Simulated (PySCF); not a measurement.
## How methods differ on the ionisation energy of Ag²³⁺

Ag²³⁺ [Ar] 3d6 [3d3/2^4 3d5/2^2, M_J = 4] → Ag²⁴⁺ [Ar] 3d5 [3d3/2^4 3d5/2^1, M_J = 5/2], as a difference of total energies. Computed with PySCF 2.14 in an even-tempered Gaussian basis (17 s from 3 bohr⁻², ratio 2.8; 12 p from 3.8 bohr⁻², ratio 2.8; 8 d from 3.8 bohr⁻², ratio 2.8; 3 f from 15 bohr⁻², ratio 3), with the two-component X2C-1e Hamiltonian. Correlated levels: [Ne] frozen; the 76 highest virtual spinors dropped. "Screened" scales the spin-orbit matrix elements by Boettger's factors to mimic the two-electron term; Breit and QED terms are absent.

```
          method  ionisation energy (eV)
 GHF (spin-free)                  1146.8
GMP2 (spin-free)                  1147.9
```

Breit and QED terms and the two-electron picture change are absent.

The spin-free rows relax to the high-spin LS determinant and lack the spin-orbit shift.

The labels give the starting determinants; with spin-orbit coupling the two ends relaxed to ⟨J²⟩ = 20.03, ⟨L²⟩ = 7.03, ⟨S²⟩ = 5.38.

For comparison: 1149 ± 4 eV (theoretical estimate listed by NIST; NIST Atomic Spectra Database, ionization energies).
